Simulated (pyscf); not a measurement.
## `[S]=[SiH][SH]`, singlet

Gas-phase minimum from PySCF at ωB97X-D3(BJ)/def2-SVP, one conformer. 

```
Si
H 1 1.4838
S 1 1.9360 2 127.94
S 1 2.0985 2 105.53 3 180.00
H 4 1.3488 1 93.56 2 180.00
```
Charge 0, spin multiplicity 1.

Properties at ωB97X-D3(BJ)/def2-SVP:

```yaml
harmonic_wavenumbers_unscaled: 195, 339, 528, 556, 703, 776, 923, 2291, 2756 cm⁻¹
zero_point_energy: 13.0 kcal/mol
rotational_symmetry_number: 1
Entropy of this conformer at 298 K and 1 atm, rigid rotor and harmonic oscillator, modes under 100 cm⁻¹ raised to 100: 293.5 J/(mol K)
dipole_moment: 2.18 D
```

Single-point totals, which compare only within one level (frozen core for MP2 and CC):

```json
[
 {"level": "ωB97X-D3(BJ)/def2-TZVP", "total energy (hartree)": "-1087.20683"},
 {"level": "PBE/def2-TZVP", "total energy (hartree)": "-1086.67050"},
 {"level": "r²SCAN/def2-TZVP", "total energy (hartree)": "-1087.08104"},
 {"level": "B3LYP-D3(BJ)/def2-TZVP", "total energy (hartree)": "-1087.22488"},
 {"level": "PBE0-D3(BJ)/def2-TZVP", "total energy (hartree)": "-1086.76484"},
 {"level": "M06-2X/def2-TZVP", "total energy (hartree)": "-1087.10012"},
 {"level": "ωB97M-D3(BJ)/def2-TZVP", "total energy (hartree)": "-1087.29809"},
 {"level": "HF/def2-TZVPP", "total energy (hartree)": "-1085.24138"},
 {"level": "MP2/def2-TZVPP", "total energy (hartree)": "-1085.69956"},
 {"level": "CCSD/def2-TZVPP", "total energy (hartree)": "-1085.73924"},
 {"level": "CCSD(T)/def2-TZVPP", "total energy (hartree)": "-1085.76534"}
]
```

Soft torsions are taken as harmonic, which can shift the entropy by several J/(mol K). The CCSD(T) − MP2 part came from Ansatz, without density fitting, on the same reference.
